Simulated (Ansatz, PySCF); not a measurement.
Caution: the highest occupied level lies above zero, so the state may not be bound. This triplet is an excited state, 2.03 eV above the relaxed singlet at the level frozen-core CCSD(T)/aug-cc-pVTZ // B3LYP-D3(BJ)/def2-TZVPD (Ansatz, a first-principles code).

B3LYP has the VWN-RPA correlation part, as in Gaussian. 

```xyz
3

F     -1.1888    -0.2473     0.0000
B     -0.0003     0.4930     0.0000
F      1.1892    -0.2456     0.0000
```

Charge -1, multiplicity 3.

**Question.** Give the Mulliken and meta-Löwdin atomic charges from B3LYP-D3(BJ)/def2-TZVPD (PySCF).

**Answer.** 
```
atom  Mulliken (e)  meta-Löwdin (e)
----  ------------  ---------------
F1           -0.45            -0.42
B2           -0.10            -0.16
F3           -0.45            -0.42
```
